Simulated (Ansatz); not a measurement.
Ideal-gas functions of CH5ClGaN (`[CH3][Ga]([NH2])[Cl]`) at 800 K and 1 bar, from an Ansatz frequency run at PBE0-D4/def2-TZVP.

Molar mass 136.23 g/mol, point group Cs (symmetry number 1), electronic degeneracy 1, moments of inertia 97.057, 174.561, 268.482 u Å². Harmonic wavenumbers (cm⁻¹, unscaled): 51, 134, 137, 158, 219, 401, 409, 588, 705, 728, 733, 778, 1234, 1447, 1450, 1555, 3064, 3151, 3161, 3621, 3731.

Use S(trans) = R[1.5 ln M + 2.5 ln T − 1.1517]; rotational temperatures θ = 24.2544 K / I; S(rot) = R[ln(√π/σ · √(T³/θAθBθC)) + 1.5]; for each mode x = 1.438777 ν̃/T, S = R[x/(eˣ − 1) − ln(1 − e⁻ˣ)] and H = RT x/(eˣ − 1); 1 cm⁻¹ = 0.0119627 kJ/mol; R = 8.31446 J/(mol·K).

Task: By hand: the entropy, in J/(mol·K).

Result: Translation 190.7. Rotation: θ = 0.2499, 0.1389, 0.0903 K, giving 124.6. Vibration, mode by mode: 28.18, 20.17, 19.98, 18.80, 16.11, 11.21, 11.05, 8.23, 6.88, 6.64, 6.59, 6.17, 3.21, 2.37, 2.36, 2.03, 0.22, 0.19, 0.19, 0.09, 0.08, in all 170.8. Electronic 0.0. Sum 486.1 J/(mol·K).

Task: By hand: H − E and G − E in kJ/mol, counted from the electronic energy.

Result: Zero-point energy ½ × 27455 × 0.0119627 = 164.2; thermal vibration 61.1; translation, rotation and pV give 4 RT = 26.6. H − E = 251.9 kJ/mol, and G − E = 251.9 − 800 × 486.1/1000 = -137.0 kJ/mol.

Vibration gives 35 % of the entropy, 68.3 J/(mol·K) of it from the modes under 150 cm⁻¹: soft modes count most, and the harmonic formula is weakest for them. The sum counts one conformer and one mirror image; others add a mixing term.
